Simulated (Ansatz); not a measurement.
Reaction (atomization): `CO[Si](N)(F)Cl` → C• + Cl• + F• + 5 H• + N• + O• + Si•

Computed with Ansatz on PBE0-D4/def2-TZVP structures; ΔE is electronic, products minus reactants. CCSD(T)/CBS is the MP2 limit (def2-TZVPP, def2-QZVPP) plus CCSD(T) − MP2 in def2-TZVPP, frozen cores. This one scheme is used for every species, atoms too. Functionals use def2-TZVPP. No spin–orbit coupling; open shells (•) take unrestricted orbitals. Spin–orbit coupling would lower the free atoms: a little for C, Cl, F, O, Si. One conformer a species, not always the lowest.

`CO[Si](N)(F)Cl`:

Z-matrix (Å, degrees):
```
C
O 1 1.414
H 1 1.094 2 110.8
H 1 1.093 2 111.4 3 121.5
H 1 1.090 2 107.9 3 -118.9
Si 2 1.614 1 125.3 3 -69.4
F 6 1.593 2 107.3 1 -44.4
N 6 1.675 2 108.2 1 -168.9
Cl 6 2.041 2 113.2 1 70.1
H 8 1.005 6 122.5 2 38.1
H 8 1.004 6 122.8 2 -153.3
```

```csv
level,ΔE (kcal/mol)
PBE-QIDH,1017.2
SCS-MP2/def2-TZVPP,1015.8
```

(1) What does CCSD(T)/CBS give? (An estimate is asked.)

(2) What do rigid-rotor, harmonic-oscillator terms from PBE0-D4/def2-TZVP frequencies (298.15 K, 1 bar) make of the CCSD(T)/CBS value? (An estimate is asked.)

Largest T1 diagnostic among the species: 0.012.

Results:

(1) Computed: +1030.6 kcal/mol. The listed levels differ from it by -13.4, -14.8 kcal/mol.

(2) Ansatz gave: ΔZPE = -46.4 kcal/mol, ΔH = +994.3 kcal/mol, ΔS = 1155 J/(mol·K), ΔG = +912.0 kcal/mol. Open shells count their whole term as degenerate.

In def2-TZVPP, CCSD(T) changes the Hartree–Fock value by +259.6 kcal/mol (the triples alone add +15.7 kcal/mol) and MP2 by +286.3 kcal/mol; breaking electron pairs costs correlation energy, which Hartree–Fock lacks. At CCSD(T), def2-SVP lies −83.1 kcal/mol from the extrapolated value and def2-TZVPP −32.7 kcal/mol: correlation converges slowly with the basis, and small sets miss more of it in the bonded molecule than in its fragments. From PBE to PBE0 (25 % exact exchange), in def2-TZVPP and without D4, ΔE moves by −19.9 kcal/mol: exact exchange takes away binding that semilocal exchange gives to molecules.

For atomizations the MP2-based limit and the directly extrapolated one differ by several kJ/mol either way, and by 10 to 25 for some Ge, Se and Sn compounds, so smaller differences from it don't rank the levels.
